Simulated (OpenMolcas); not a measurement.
**4f ions of charge +2 along the row**

```
Program             : OpenMolcas 26.06
Method              : MS-CASPT2, IPEA 0.25 Eh, imaginary shift 0.1 Eh
Basis               : ANO-R3
Scalar Hamiltonian  : X2C, finite nucleus
Spin-orbit coupling : RASSI with atomic mean-field integrals over the reference wave functions, term energies averaged over their components
```

Active space: the 4f shell; CASPT2 also correlates the outermost closed s and p core shells.

ζ = ±2S·A comes from the whole width of the ground multiplet by E(J) = (A/2) J(J+1), where its levels are at least 85 % pure. Energies in cm-1.

```tsv
Ion	Configuration	Lowest level	Weight (%)	g	g, pure LS	Next level	E	E measured	ζ	ζ measured
Nd2+	4f⁴	⁵I₄	97	0.606	0.599	⁵I₅	1263	1138	851	784
Pm2+	4f⁵	⁶H°_5/2	96	0.297	0.284	⁶H°_7/2	893		1007	
Sm2+	4f⁶	⁷F₀	91			⁷F₁	360	293	1289	1151
Tb2+	4f⁹	⁶H°_15/2	94	1.326	1.334	⁶H°_13/2	2970	2805	1613	1507
Dy2+	4f¹⁰	⁵I₈	94	1.243	1.251	⁵I₇	4340		1752	
Ho2+	4f¹¹	⁴I°_15/2	97	1.197	1.200	⁴I°_13/2	5600	5439
```

Measured columns use the levels in Ding et al., The Spectrum and Energy Levels of the Low-lying Configurations of Nd III (preprint, 2023) (Nd2+); Martin, Zalubas and Hagan, Atomic Energy Levels: The Rare-Earth Elements, NSRDS-NBS 60 (1978) (Sm2+, Tb2+); Martin, Zalubas and Hagan, Atomic Energy Levels: The Rare-Earth Elements, NSRDS-NBS 60 (1978); whole-number values converted from NIST levels in rydberg listed in Nahar, Atoms 12, 24 (2024) (Ho2+).

The computed ζ goes from 851 (Nd2+) to 1752 cm-1 (Dy2+), a factor of 2.06, rising at every step. It departs from the measured column by +7 to +12 %.

Term energies are means over components that CASPT2 splits; among the low terms the widest spread is 2000 cm-1 (4f⁴ ⁵I, Nd2+). Over all roots computed the reference weight is 0.84 to 0.90 in Nd2+; the roots of lowest weight are the least certain, and an intruder state may touch them. High states are left out of the spin-orbit mixing, which shifts the levels that they would mix with. The CASPT2 spread within a term exceeds the gap to the next term for 4f⁴ ⁵G and 4f⁴ ³D, so the order of their levels is uncertain, and so are names and mixing where such terms share a J (figures for Nd2+; the like holds for Pm2+, Tb2+, Ho2+). Blocks of more than 70 roots (2S+1 = 3 even, 1 even) ran without multistate coupling (holds for Nd2+; Dy2+). Some levels mix across a computed gap that differs much from the measured one, so their mixing is not that of the real levels (holds for Nd2+). Some terms miss by over 15 % even with CASPT2, which points to a basis or an active space too small for the shells correlated (holds for Nd2+). Blocks of more than 70 roots (2S+1 = 4 odd, 2 odd) ran without multistate coupling (holds for Pm2+; Tb2+). Blocks of more than 70 roots (2S+1 = 5 even, 3 even) ran without multistate coupling (holds for Sm2+). Terms from blocks run as CI alone lack orbitals of their own (holds for Sm2+). Blocks of more than 70 roots (2S+1 = 2 odd) ran without multistate coupling (holds for Ho2+). Computed and measured levels are paired by configuration, term and J; levels that our copy of the source lacks, or whose pairing is in doubt (as where it misses far off the trend of its configuration), stay unpaired and out of the deviations. Only configurations of the active space appear.

° marks odd parity.
